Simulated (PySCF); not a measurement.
Part of a log for `FC(F)Br` (bromodifluoromethane): ground state, then the species with a core hole.

Theory: delta-SCF UKS SCAN, pcX-2 on the ionised atom, pcseg-1 elsewhere, spin-free X2C in PySCF 2.14.0. The program numbers atoms from 0. The cycles run on a coarse integration grid; for E(ground) and E(ion) the exchange–correlation energy is redone on a finer one, so they differ from the last cycle, and only they enter the binding energy.

Coordinates (Å, GFN2-xTB):
```
F     -0.550764     1.115356    -0.552368
C     -0.135295     0.007860     0.054005
F     -0.671622    -1.035324    -0.571411
Br     1.809125    -0.100901    -0.056405
H     -0.442821     0.015862     1.108994
```

```
ground state, core basis on atom 1 (C), 105 functions
  cycle   1  E = -2837.12999735  |g| = 1.04e-01
  cycle   2  E = -2837.12752662  |g| = 1.52e-01
  cycle   3  E = -2837.13112493  |g| = 1.87e-02
  cycle   4  E = -2837.13117611  |g| = 6.66e-03
  cycle   5  E = -2837.13118753  |g| = 1.32e-03
  cycle   6  E = -2837.13118627  |g| = 1.73e-04
  E(ground) = -2837.26890178 Eh
hole in C 1s of atom 1
  cycle   1  E = -2825.65694055  |g| = 1.50e+00
  cycle   2  E = -2820.98094595  |g| = 3.32e+00
  cycle   3  E = -2825.60030306  |g| = 1.06e+00
  cycle   4  E = -2826.08446478  |g| = 5.92e-01
  ...
  cycle  10  E = -2826.20683621  |g| = 7.20e-04
  cycle  11  E = -2826.20683839  |g| = 7.61e-04
  cycle  12  E = -2826.20683771  |g| = 8.67e-05
  E(ion) = -2826.34312598 Eh   <S^2> = 0.7783   hole on atom = 1.000
```

Question: What is the C 1s binding energy of atom 1?

Answer: (-2826.343126 − (-2837.268902)) Eh × 27.2114 eV/Eh = 297.31 eV, for the CHF2 carbon.

```
ground state, core basis on atom 0 (F), 105 functions
  cycle   1  E = -2837.08041773  |g| = 7.10e-01
  cycle   2  E = -2836.88222487  |g| = 1.31e+00
  cycle   3  E = -2837.16352180  |g| = 4.78e-02
  cycle   4  E = -2837.16387817  |g| = 3.09e-02
  cycle   5  E = -2837.16401524  |g| = 1.29e-02
  cycle   6  E = -2837.16404703  |g| = 2.04e-03
  cycle   7  E = -2837.16404721  |g| = 5.44e-04
  cycle   8  E = -2837.16404725  |g| = 3.10e-04
  E(ground) = -2837.30472197 Eh
hole in F 1s of atom 0
  cycle   1  E = -2810.75894502  |g| = 2.58e+00
  cycle   2  E = -2810.09713031  |g| = 2.41e+00
  cycle   3  E = -2811.32910963  |g| = 7.50e-01
  cycle   4  E = -2811.51038315  |g| = 5.21e-01
  cycle   5  E = -2811.64384876  |g| = 5.68e-02
  cycle   6  E = -2811.64461990  |g| = 3.33e-02
  cycle   7  E = -2811.64497252  |g| = 1.36e-02
  cycle   8  E = -2811.64504486  |g| = 1.83e-03
  cycle   9  E = -2811.64505029  |g| = 3.74e-04
  E(ion) = -2811.79109300 Eh   <S^2> = 0.7573   hole on atom = 1.000
```

Question: What is the F 1s binding energy of atom 0?

Answer: (-2811.791093 − (-2837.304722)) Eh × 27.2114 eV/Eh = 694.26 eV, for the fluorine of a CF2 group.

The ground state is recomputed for each atom, because the flexible core basis sits on the ionised atom alone; energies of different blocks can't be mixed. Isolated species at its GFN2-xTB geometry, gas phase.

On one thread of an Arm Neoverse V1 (shared host), this took 4.5 s of wall time.
Labels such as C1 count atoms from 1, the log's own numbers from 0.
